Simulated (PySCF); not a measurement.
Sn(F)3(vinyl) (C2H3F3Sn), SMILES C=[CH][Sn]([F])([F])[F].

Coordinates come from a r2SCAN-D4/def2-SVP optimisation. The structure was generated by enumeration; whether it is a known compound was not checked. The def2 effective core potentials stand for the cores of Sn; spin–orbit coupling is left out. Other conformers were not sampled.

Two levels are set side by side: PBE/def2-TZVP (PySCF) and B3LYP/def2-TZVP (PySCF). Same geometry, gas phase. Differences are taken from unrounded values.

```json
[
 {"quantity": "orbital gap (eV)", "B3LYP": "6.73"},
 {"quantity": "highest occupied level (eV)", "B3LYP": "-9.22"},
 {"quantity": "lowest empty level (eV)", "B3LYP": "-2.49"},
 {"quantity": "dipole moment (D)", "B3LYP": "5.06"},
 {"quantity": "mean polarisability (bohr³)", "B3LYP": "56.5"}
]
```

Question: What does PBE give, and how far is it from B3LYP? (The exact figures need the calculation; the answer reports its results.)

Answer: 
```csv
quantity,PBE,PBE minus B3LYP
orbital gap (eV),5.15,-1.58
highest occupied level (eV),-8.27,0.96
lowest empty level (eV),-3.12,-0.63
dipole moment (D),4.86,-0.21
mean polarisability (bohr³),58.6,2.1
```

Without exact exchange PBE keeps part of each electron's self-repulsion, which lifts occupied levels and narrows the gap. Loosely held outer electrons make PBE densities more polarisable. Differences between two approximate levels are no errors against the true value.

Rough cost on one machine, each run with all the roots and properties that it gave: B3LYP against PBE within a factor of 2.
